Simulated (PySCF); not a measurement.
HInO, SMILES [OH][In] (connectivity only; charge and spin as stated), neutral, multiplicity 1.

Geometry: B3LYP-D3(BJ)/def2-TZVP. The geometry has at least one imaginary mode, so it is a saddle point at that level. The def2 effective core potentials stand for the cores of In; spin–orbit coupling is left out.

Two levels are set side by side: PBE/def2-TZVPD (PySCF) and r2SCAN/def2-TZVPD (PySCF). Same geometry, gas phase. Differences are taken from unrounded values.

| quantity | r2SCAN |
|---|---|
| orbital gap (eV) | 4.95 |
| highest occupied level (eV) | -6.55 |
| lowest empty level (eV) | -1.60 |
| dipole moment (D) | 1.05 |
| mean polarisability (bohr³) | 48.1 |

Problem. What does PBE give, and how far is it from r2SCAN? (Estimate from the structure and the level; the computed values follow.)

Solution. 
| quantity | PBE | PBE minus r2SCAN |
|---|---|---|
| orbital gap (eV) | 4.42 | -0.53 |
| highest occupied level (eV) | -6.25 | 0.30 |
| lowest empty level (eV) | -1.83 | -0.23 |
| dipole moment (D) | 1.14 | 0.10 |
| mean polarisability (bohr³) | 49.3 | 1.2 |

Rough cost on one machine, each run with all the roots and properties that it gave: r2SCAN against PBE about 3 times.
